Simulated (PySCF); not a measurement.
## How methods differ on the ionisation energy of Rb²⁹⁺

Rb²⁹⁺ [He] 2s2 2p4 (3P) → Rb³⁰⁺ [He] 2s2 2p3 (4S), as a difference of total energies. Calculation: PySCF 2.14, in an uncontracted even-tempered set (20 s from 8.1 bohr⁻², ratio 2.2; 12 p from 11 bohr⁻², ratio 2.2; 6 d from 49 bohr⁻², ratio 2.4; 5 f from 73 bohr⁻², ratio 2.4; 4 g from 110 bohr⁻², ratio 2.4); scalar relativity by spin-free X2C-1e. Correlated levels: nothing frozen; virtual orbitals above 40 to 60 times the deepest correlated orbital energy dropped. The calculations carry no spin-orbit coupling.

```tsv
method	ionisation energy (eV)
UHF	3441.6
LDA	3439.8
PBE	3444.1
PBE0	3444.0
r2SCAN	3445.0
M06-2X	3442.8
BHandHLYP	3444.2
MP2 (all electrons)	3443.2
SCS-MP2 (all electrons)	3443.3
```

Spin-orbit coupling is strong in these open shells (close to jj coupling). The scalar numbers leave it out and a first-order estimate fails, so it can dominate the gap to the real levels.

For this ion Breit and QED terms and the two-electron picture change, all absent here, outweigh the differences among the correlated methods.

For comparison: 3443 ± 8 eV (semi-empirical (NIST evaluation); NIST Atomic Spectra Database, ionization energies).
